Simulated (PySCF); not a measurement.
**Molecular orbitals of ZrN**

PBE0 at R = 1.679 Å; PySCF, scalar-relativistic core potentials, basis sets Zr def2-TZVPPD with ECP28, N def2-TZVPPD. State: ²Σ⁺ (doublet), unpaired electrons σ ↑. Only the outer orbitals are listed, counted within each symmetry, core potentials removing the inner ones.

| spin | orbital | occ. | ε (eV) | on Zr (%) | main shells (%) |
| --- | --- | --- | --- | --- | --- |
| α | 3σ | 1 | -35.03 | 90 | 90 Zr p |
| α | 1π | 1 | -34.64 | 99 | 99 Zr p |
| α | 1π | 1 | -34.64 | 99 | 99 Zr p |
| α | 4σ | 1 | -17.27 | 16 | 85 N s, 9 Zr d |
| α | 2π | 1 | -7.34 | 42 | 57 N p, 39 Zr d |
| α | 2π | 1 | -7.34 | 42 | 57 N p, 39 Zr d |
| α | 5σ | 1 | -6.71 | 39 | 48 N p, 37 Zr d, 13 N s |
| α | 6σ | 1 | -4.98 | 97 | 83 Zr s, 10 Zr p |
| α | 1δ | 0 | -2.28 | 100 | 100 Zr d |
| α | 1δ | 0 | -2.28 | 100 | 100 Zr d |
| α | 3π | 0 | -1.55 | 95 | 76 Zr p, 18 Zr d |
| β | 3σ | 1 | -34.81 | 89 | 90 Zr p |
| β | 1π | 1 | -34.47 | 99 | 99 Zr p |
| β | 1π | 1 | -34.47 | 99 | 99 Zr p |
| β | 4σ | 1 | -17.39 | 15 | 85 N s, 8 Zr d |
| β | 2π | 1 | -7.35 | 38 | 61 N p, 35 Zr d |
| β | 2π | 1 | -7.35 | 38 | 61 N p, 35 Zr d |
| β | 5σ | 1 | -6.66 | 35 | 53 N p, 33 Zr d, 12 N s |
| β | 6σ | 0 | -2.68 | 107 | 100 Zr s |
| β | 1δ | 0 | -1.74 | 100 | 100 Zr d |
| β | 1δ | 0 | -1.74 | 100 | 100 Zr d |

Task: Which are the highest filled and the lowest empty level, where do they sit, and how wide is the gap?

Result: Highest filled α 6σ at -4.98 eV (in %: 83 Zr s, 10 Zr p); lowest empty β 6σ at -2.68 eV (in %: 100 Zr s); the gap at PBE0 is 2.30 eV.

* bond order (Mayer): 2.88
* ⟨S²⟩: 0.756
* charge on Zr (Mulliken, basis-dependent): 0.63
* charge on Zr (Löwdin, basis-dependent): 0.41
* dipole moment (positive dipole means Zr(−)N(+)): -4.29 D
* polarisability along the bond: 90.3 bohr³
* polarisability across the bond: 117.1 bohr³

Shares are Mulliken populations and can fall outside 0 to 100 %.

Spin–orbit coupling is left out. The state is the lowest single determinant that the PBE0 search found; with open d or f shells the true ground state can be another one.
